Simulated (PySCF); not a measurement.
# Excitation energy of F²⁺ by level of theory

F²⁺ [He] 2s2 2p3 (4S) → F²⁺ [He] 2s2 2p2 3d1 (high-spin determinant), as a difference of total energies. All numbers are calculated (PySCF 2.14, no relativity, point nucleus, in aug-cc-pVTZ with one added diffuse shell each of s, p, d, f type (6s5p4d3f, 62 functions)). Correlated levels: valence: 1s2 frozen. The calculations carry no spin-orbit coupling.

```tsv
method	excitation energy (cm⁻¹)
UHF	386990
LDA	385720
PBE	381390
PBE0	384260
r2SCAN	388600
HSE06	384060
M06	387220
B2PLYP	385390
CAM-B3LYP	384600
MP2 (valence)	381220
SCS-MP2 (valence)	377870
```

A first-order spin-orbit estimate (lowest level to lowest level, LS coupling) adds -0.036 eV.

The promoted electron is Rydberg-like, and one or two diffuse shells describe it only roughly, which tends to raise the upper state.

The determinant of the upper state mixes LS terms, which raises its energy above the lowest term, most at the Hartree-Fock and MP2 levels.
